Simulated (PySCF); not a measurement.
**Vibration and rotation of CaN**

UHF-CCSD(T) constants of CaN, ⁴Σ⁻ (quartet), unpaired electrons σ ↑, π ↑↑ (basis Ca pcseg-1, N pcseg-1; no relativity; PySCF 2.14; masses 39.9626 and 14.0031 u):

* ωe: 349.3 cm⁻¹
* ωexe: 6.22 cm⁻¹
* Be: 0.2877 cm⁻¹
* αe: 0.00471 cm⁻¹
* D (centrifugal): 7.81e-07 cm⁻¹
* De to Ca + N: 0.341 eV

(1) Give the vibrational terms G(v) and spacings up to v = 6.

(2) How well does the Morse estimate ωe²/(4ωexe) reproduce De, and what is D0?

Correlated steps freeze 6 core orbitals. The bond is weak. Basis-set superposition, not corrected here, can be much of De in a small basis, most of all at correlated wavefunction levels. The state was picked by a PBE0 search and need not be the measured ground state.

Results:

(1) G(v) = ωe(v+½) − ωexe(v+½)².

```tsv
v	G(v) (cm⁻¹)	G(v) − G(v−1)	Bv (cm⁻¹)
0	173.1		0.2853
1	510.0	336.9	0.2806
2	834.4	324.4	0.2759
3	1146.4	312.0	0.2712
4	1445.9	299.5	0.2665
5	1733.0	287.1	0.2618
6	2007.7	274.7	0.2571
```

(2) It gives 0.608 eV, 178 % of the computed De. D0 = De − G(0) = 0.341 − 0.021 = 0.320 eV.
